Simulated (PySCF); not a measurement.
Cl3Si, SMILES Cl[Si](Cl)Cl (connectivity only; charge and spin as stated), charge +1, multiplicity 1. Atoms are numbered in the order given.

```xyz
4

Cl     1.9629     0.0000     0.0000
Si     0.0000     0.0000     0.0000
Cl    -0.9814    -1.6999     0.0000
Cl    -0.9814     1.6999     0.0000
```
Charge +1, spin multiplicity 1.

The structure is a stationary point at PBE0-D3(BJ)/def2-SVP. The multiplicity is an assumed one; other spin states were not compared. The isomer is the one that the SMILES or the coordinates give; other isomers of the formula were not compared.

Level of theory: PBE/def2-TZVPD (PySCF).

Mulliken values depend strongly on the basis, most of all with diffuse functions as here. Atomic charges (e):

```tsv
atom	Mulliken	meta-Löwdin
Cl1	0.06	-0.01
Si2	0.83	1.02
Cl3	0.06	-0.01
Cl4	0.06	-0.01
```
